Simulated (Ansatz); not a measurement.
FHSe (SMILES F[SeH]) moved off its minimum; all values from Ansatz (a program for electronic structure), cores frozen in correlated methods.
(charge 0, multiplicity 1)
```xyz
3

Se    -0.09765    -0.21942     0.26948
H     -0.91087    -0.77587    -0.81115
F      0.59097     0.98907    -0.84801
```

Forces at r2SCAN/def2-TZVPP (eV/Å):

| atom | Fx | Fy | Fz |
|---|---|---|---|
| Se1 | 0.261 | 0.446 | -0.390 |
| H2 | -0.206 | -0.236 | -0.010 |
| F3 | -0.055 | -0.210 | 0.400 |

### Question
Give the forces (eV/Å), the total energy and the dipole at CCSD(T)/aug-cc-pVTZ.

### Answer

```
atom      Fx      Fy      Fz
----  ------  ------  ------
Se1    0.259   0.423  -0.334
H2    -0.215  -0.239  -0.034
F3    -0.044  -0.184   0.368
```
Energy -2500.3715 hartree, dipole 1.89 D.
